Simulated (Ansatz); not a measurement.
Be4O4⁺, that is (BeO)4 cube with one electron fewer. Charge 1, multiplicity 2. Geometry B3LYP-D4/def2-SVP, that of the neutral singlet; atoms count from 1.

Cartesian coordinates in Å:
```
Be 0.803 0.644 0.745
O 1.231 0.393 -0.802
Be -0.348 0.731 -0.980
O -0.686 1.253 0.521
Be -1.029 -0.328 0.670
O 0.417 -0.874 1.172
Be 0.574 -1.047 -0.436
O -0.961 -0.771 -0.891
```

(1) Estimate the Mulliken populations from the PBE0/def2-TZVP orbitals of Ansatz.

(2) Where does the spin sit?

(3) And the Mayer bond orders between heavy atoms (over 0.3)?

Results:

(1) 
```json
{"atom": "Be1", "charge (e)": "0.44", "spin (α − β)": "-0.02"}
{"atom": "O2", "charge (e)": "-0.19", "spin (α − β)": "0.27"}
{"atom": "Be3", "charge (e)": "0.44", "spin (α − β)": "-0.02"}
{"atom": "O4", "charge (e)": "-0.19", "spin (α − β)": "0.27"}
{"atom": "Be5", "charge (e)": "0.44", "spin (α − β)": "-0.02"}
{"atom": "O6", "charge (e)": "-0.19", "spin (α − β)": "0.27"}
{"atom": "Be7", "charge (e)": "0.44", "spin (α − β)": "-0.02"}
{"atom": "O8", "charge (e)": "-0.19", "spin (α − β)": "0.27"}
```
Mulliken values depend strongly on the basis.

(2) Summed by element: Be -0.08, O 1.08, of 1 unpaired in all. Largest on single atoms: O6 0.27, O8 0.27, O4 0.27.

(3) Be1–O2 0.71 (1.62 Å); Be1–O4 0.72 (1.62 Å); Be1–O6 0.71 (1.62 Å); O2–Be3 0.72 (1.62 Å); O2–Be7 0.71 (1.62 Å); Be3–O4 0.71 (1.62 Å); Be3–O8 0.71 (1.62 Å); O4–Be5 0.71 (1.62 Å); Be5–O6 0.72 (1.62 Å); Be5–O8 0.71 (1.62 Å); O6–Be7 0.71 (1.62 Å); Be7–O8 0.72 (1.62 Å).
